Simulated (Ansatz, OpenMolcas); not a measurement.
AlClF2 (SMILES [F][Al]([F])[Cl]): from total energies to a heat of formation

The species is AlClF2 (4 atoms), meant as a singlet with charge 0. SMILES: `[F][Al]([F])[Cl]`. The coordinates come from a PBE0-D4/def2-TZVP relaxation.

Total energies at SVWN5/def2-SVPD (OpenMolcas 26.06); the atoms run unrestricted:

| species | state | energy (Eh) |
| --- | --- | --- |
| AlClF2 | singlet | -898.388662 |
| F | doublet | -98.991156 |
| Al | doublet | -241.224265 |
| Cl | doublet | -458.496980 |

Harmonic wavenumbers at PBE0-D4/def2-TZVP, in cm⁻¹: 184, 234, 263, 511, 834, 953.

Measured heats of formation of the gaseous atoms at 298.15 K, in kJ/mol: F 79.4, Al 329.7, Cl 121.3. Spin-orbit lowering of the atoms at 298 K (mean of the ground term's levels less their thermal mean, from spectra), in kJ/mol: F 1.29, Al 0.17, Cl 3.44. Take 1 Eh = 2625.50 kJ/mol, 1 cm⁻¹ = 0.0119627 kJ/mol, RT = 2.479 kJ/mol.

Problem. What heat of formation follows?

Solution. 
1. Electronic atomisation energy: 2 × (-98.991156) + (-241.224265) + (-458.496980) − (-898.388662) = 0.685105 Eh = 1798.7 kJ/mol.
2. Zero-point energy: half the sum of the wavenumbers, 1489.5 cm⁻¹ = 17.8 kJ/mol.
3. Thermal vibrational enthalpy, Σ hcν̃/(exp(hcν̃/kT) − 1): 5.0 kJ/mol. Translation, rotation and pV of a non-linear molecule: 4 RT = 9.9 kJ/mol.
4. The 4 free atoms carry 5/2 RT each: 24.8 kJ/mol.
5. Spin-orbit coupling lowers the free atoms by 2 × 1.29 + 0.17 + 3.44 = 6.2 kJ/mol.
6. Atomisation enthalpy at 298 K: 1798.7 − 6.2 − 17.8 − 5.0 − 9.9 + 24.8 = 1784.6 kJ/mol.
7. Sum of the atoms' heats of formation: 609.8 kJ/mol. Heat of formation: 609.8 − 1784.6 = -1174.8 kJ/mol.

The tabulated value is -999.1 kJ/mol (NIST-JANAF tables), so this level is off by -175.7 kJ/mol, or 10.9 % of the atomisation enthalpy. The LDA overbinds, which puts heats of formation too low. Anharmonicity and any spin-orbit splitting of the molecule are left out.
